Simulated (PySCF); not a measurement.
## [AsF4]+, singlet: structure and spectrum

All numbers come from PBE0/[As def2-SVP, F def2-SVP], no relativity, density fitting, PySCF.

The structure is a minimum.

```xyz
5
charge 1 multiplicity 1, angstrom
As    0.0000    0.0000    0.0000
F     0.9505    0.9505   -0.9505
F    -0.9505   -0.9505   -0.9505
F     0.9505   -0.9505    0.9505
F    -0.9505    0.9505    0.9505
```

| Item | Value |
| --- | --- |
| Point group | Td |
| Bond lengths | As–F 1.646 Å (×4) |
| Bond angles | F–As–F 109.5° (×6) |
| Enthalpy at 298.15 K above 0 K | 16.67 kJ/mol |
| Entropy at 298.15 K and 1 bar | 297.5 J/(mol K) |
| Zero-point energy | 28.7 kJ/mol |
| Principal quadrupole moments (Buckingham, traceless) about the centre of mass | 0.00, 0.00, 0.00 D Å |
| Highest occupied level | -20.58 eV |
| Heat capacity Cp at 298.15 K | 78.7 J/(mol K) |
| Dipole moment about the centre of mass | 0.00 D |
| Rotational symmetry number | 12 |
| Lowest empty level | -10.49 eV |
| Principal polarisabilities | 19.8, 19.8, 19.8 bohr³ |
| Rotational constants | 0.1228, 0.1228, 0.1228 cm⁻¹ |

Harmonic modes (masses in u: As 74.922, F 18.998):
```
symmetry  ω (cm⁻¹)  IR (km/mol, summed over degenerate members)  μ (u)
       e       225                                          0.0  19.00
      t2       296                                          121  23.18
      a1       778                                          0.0  19.00
      t2       893                                          220  23.62
```

In Td the vibrations span e + 2t2 + a1. The a1, e modes carry no infrared intensity, as symmetry demands.

Charges (e):
| atom | Mulliken | Löwdin | polar tensor | Mayer order to As1 |
| --- | --- | --- | --- | --- |
| As1 | 1.73 | 1.16 | 2.58 | – |
| F2,3,4,5 | -0.18 | -0.04 | -0.39 | 1.14 |

Mulliken populations on As1: s 7.04, p 13.63, d 10.60.

Counting electrons, arsenic keeps none of its valence electrons outside its bonds, so the VSEPR class is AX4 and the expected shape is tetrahedral (Td), as computed.

This need not be the most stable arrangement of these atoms.

The final relaxation and frequency run took 18 s on 2 threads of a shared Arm Neoverse V1 host, with 88 basis functions and 6 gradients; the process peaked at 1.2 GiB. Launch command: `OMP_NUM_THREADS=2 python axn.py task.json out`.
